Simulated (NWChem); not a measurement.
Species: GaH$_{2}$O$_{2}$Cl; SMILES [Cl][Ga]([OH])[OH]

```xyz
6

Ga     0.0179     0.3412     0.0000
Cl    -0.0170    -1.8067     0.0000
O     -1.5373     1.2231     0.0000
H     -1.3755     2.1861     0.0000
O      1.5634     1.2535     0.0000
H      2.3271     0.6458     0.0000
```
Atoms are numbered in this order, from 1.

Level: PBE-D3(BJ)/def2-SVP (NWChem), optimised geometry, unscaled harmonic frequencies. 

### Question
List the harmonic frequencies with IR intensities, and the thermochemistry.

### Answer
| frequency (cm⁻¹) | IR intensity (km/mol) |
|---|---|
| 140 | 8.6 |
| 167 | 14.5 |
| 169 | 20.3 |
| 312 | 196.6 |
| 340 | 0.4 |
| 414 | 30.8 |
| 667 | 52.5 |
| 718 | 95.0 |
| 827 | 50.6 |
| 857 | 112.8 |
| 3719 | 73.2 |
| 3727 | 58.3 |

| Property | Value |
|---|---|
| zero-point energy | 17.2 kcal/mol |
| thermal correction to the enthalpy at 298.15 K (with zero-point energy) | 21.7 kcal/mol |
| heat capacity Cv | 19.2 cal/(mol K) |
| entropy at 298.15 K and 1 atm (symmetry number 1) | 79.5 cal/(mol K) |
| dipole moment | 1.73 D |

Rigid rotor and harmonic oscillator.
